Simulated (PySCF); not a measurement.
## Spinor energies of I(25+) (iodine, charge +25)

Start: [Ar] 3d10. Calculated with PySCF 2.14 in an even-tempered Gaussian basis (17 s from 3.5 bohr⁻², ratio 2.8; 13 p from 4.5 bohr⁻², ratio 2.8; 8 d from 4.5 bohr⁻², ratio 2.8; 3 f from 20 bohr⁻², ratio 3): generalised Hartree-Fock with the X2C-1e Hamiltonian and a Gaussian nucleus; one run each with spin-orbit coupling (SO) switched off, then screened by Boettger's factors.

```csv
spinor shell,electrons,"ε, spin-free (eV)","ε, screened SO (eV)",weight of nominal j (screened SO),"rms radius, screened SO (bohr)"
1s1/2,2,-34155.7,-34152.5,1.000,0.0311
2s1/2,2,-6047.2,-6046.3,1.000,0.127
2p1/2,2,-5505.8,-5714.7,1.000,0.109
2p3/2,4,-5505.8,-5411.9,1.000,0.115
3s1/2,2,-1849.7,-1849.5,1.000,0.330
3p1/2,2,-1670.2,-1712.2,1.000,0.321
3d3/2,4,-1407.5,-1415.1,1.000,0.301
3d5/2,6,-1407.5,-1402.3,1.000,0.304
```

Problem. Where does 3p3/2 lie, and what is the 3p spin-orbit splitting (screened SO)?

Solution. At -1651.3 eV, 60.880 eV above 3p1/2.

```tsv
quantity	spin-free	screened SO
E (hartree)	-6814.34455	-6816.43859
M_J	0	0
⟨J²⟩	0.000	0.000
⟨L²⟩	0.000	0.014
⟨S²⟩	0.000	0.014
```

Breit and QED terms are absent; they matter most for the inner s and p1/2 levels.

Densities and radii are taken from the X2C orbitals without a picture-change correction, which distorts them close to the nucleus.

Without spin-orbit coupling the j labels of p, d and f shells carry no meaning; the spin-free column gives the mean over the occupied spinors of each nl shell.
